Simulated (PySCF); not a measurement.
Coordinates in bohr (charge 0 multiplicity 1):
```
Sb   -0.0762    0.0000   -0.4853
O    -2.7130    0.0000    1.6240
F     2.7694    0.0000    1.7546
```

Method: PBE0/[Sb def2-TZVP with ECP28, O def2-TZVP, F def2-TZVP], scalar-relativistic core potentials, density fitting, no spin–orbit coupling, PySCF.

This geometry of SbOF is a stationary point at this level.

(1) What is the point group?

(2) Is it a minimum?

(3) What are the dipole moment and the gap between the highest occupied and lowest empty levels?

(4) Give the atomic charges and bond orders.

Results:

(1) Cs.

(2) Yes: all harmonic wavenumbers are real.

(3) 4.10 D and 4.96 eV.

(4) 
| atom | Mulliken | Löwdin | polar tensor | Mayer order to Sb1 |
| --- | --- | --- | --- | --- |
| Sb1 | 1.04 | 0.73 | 1.24 | – |
| O2 | -0.59 | -0.44 | -0.61 | 2.00 |
| F3 | -0.45 | -0.29 | -0.64 | 0.84 |

Other isomers or separated fragments may lie lower.
